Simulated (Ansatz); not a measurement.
An input meant for Cu3H3⁺ (charge 1, doublet).

```yaml
crystal:
  periodic: [false, false, false]
  atoms:
    - {symbol: Cu, position_ang: [1.253992, 0.066760, -0.041667]}
    - {symbol: Cu, position_ang: [-0.805653, 1.075502, -0.567260]}
    - {symbol: Cu, position_ang: [-0.634239, -1.141611, 0.602808]}
    - {symbol: H, position_ang: [0.846857, 1.439601, -0.763662]}
    - {symbol: H, position_ang: [1.057007, -1.347013, 0.706549]}
    - {symbol: H, position_ang: [-1.717964, -0.093240, 0.063232]}
basis:
  gaussian: {orbitals: def2-SVPD, fitting: {mean_field: def2-universal-jkfit}}
total_charge: 1
magnetization: {spin_polarized: true, initial_magnetization: 1}
hamiltonian: {xc: {name: B2PLYP}, dispersion: d4}
scf: {omitted_lower_state_checks: [starts]}
```

```sh
$ ansatz run in.yaml --threads 4 --pin off --events-out ev --progress --plain --max-ram 3916MiB
```

It prints (some lines left out):

```
Error: invalid value for `hamiltonian.dispersion`: no damping is tabulated for this functional; type it, or the functional that lends it
```

In this input the program holds no damping parameters for this pairing of functional and dispersion term, so they'd have to be typed. The input was rejected before any iteration.
